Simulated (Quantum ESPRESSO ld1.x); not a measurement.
The numbers below are computed, except where a source is named.
Radial electron density D(r) = 4 pi r^2 rho(r) of an atom or ion with 3 electrons. Level of theory: scalar-relativistic Kohn-Sham, rPW86 exchange with PBE correlation, spin-unpolarised, spherical densities, point nucleus (ld1.x of Quantum ESPRESSO 7.5).

r (bohr),D(r) (e/bohr)
0.02049,0.5320
0.02256,0.6286
0.02503,0.7511
0.02755,0.8827
0.03033,1.034
0.03365,1.223
0.03704,1.422
0.0411,1.668
0.04524,1.922
0.0498,2.205
0.05526,2.542
0.06082,2.881
0.06749,3.275
0.07429,3.658
0.08178,4.053
0.09074,4.484
0.09988,4.874
0.1108,5.270
0.122,5.595
0.1354,5.884
0.149,6.073
0.164,6.171
0.182,6.159
0.2003,6.030
0.2223,5.756
0.2447,5.387
0.2693,4.919
0.2989,4.325
0.329,3.728
0.365,3.068
0.4018,2.485
0.4459,1.922
0.4908,1.492
0.5402,1.166
0.5994,0.9323
0.6598,0.8188
0.7322,0.7830
0.8059,0.8024
0.8871,0.8428
0.9844,0.8787
1.084,0.8824
1.202,0.8414
1.323,0.7613
1.457,0.6486
1.616,0.5068
1.779,0.3751
1.974,0.2485
2.173,0.1561
2.411,0.08525
2.654,0.04409
2.922,0.02050
3.242,0.007845
3.569,0.002833
3.96,0.0008032
4.359,0.0002141

What is the nuclear charge?

Answer. Z = 6. The innermost maximum, from 1s, lies near gamma/Z bohr with gamma = sqrt(1 - (Z/c)^2) = 0.999, here 0.167 bohr (found: 0.171), and its height grows with Z. The density is that of the carbon ion C3+ in [He] 2s1; the configuration itself is not fixed sharply by these data. D(r) has 2 maxima, at r = 0.171, 1.04 bohr, and minima at 0.732 bohr, inside which lie 2.09 electrons.
